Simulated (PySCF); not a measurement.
Al(H)(Br)(OMe) (CH4AlBrO), SMILES C[O][AlH][Br]. Geometry: PBE0-D3(BJ)/def2-SVP. The structure was generated by enumeration; whether it is a known compound was not checked. The values are those of a single conformer.

Computed equilibrium geometry at PBE0-D3(BJ)/def2-SVP (PySCF confirms it by a frequency run) as bond lengths and angles, and its point group (one conformer of several):
point group Cs.
Atoms: Al1 H2 Br3 O4 C5 H6 H7 H8. Bonded distances (Å): Al1–H2 1.567, Al1–Br3 2.257, Al1–O4 1.685, O4–C5 1.391, C5–H6 1.104, C5–H7 1.104, C5–H8 1.105. Angles (°): H2–Al1–Br3 121.9, H2–Al1–O4 119.2, Br3–Al1–O4 118.9, Al1–O4–C5 140.5, O4–C5–H6 110.4, O4–C5–H7 110.4, O4–C5–H8 112.6, H6–C5–H7 107.5, H6–C5–H8 107.9, H7–C5–H8 107.9.
